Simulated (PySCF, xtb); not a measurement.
CH3FO2Si2, SMILES O=C1O[Si@H](F)[SiH2]1.

GFN2-xTB run with xtb at its own geometry gives an orbital gap of 3.14 eV and a dipole moment of 5.00 D.

The structure is a stationary point at PBE0-D3(BJ)/def2-SVP. The structure was generated by enumeration; whether it is a known compound was not checked.

### Question
What does PBE/def2-TZVP (PySCF) give? (Estimate from the structure and the level; the computed values follow.)

### Answer
gap 3.98 eV (levels -6.40 and -2.42 eV), dipole 3.40 D.
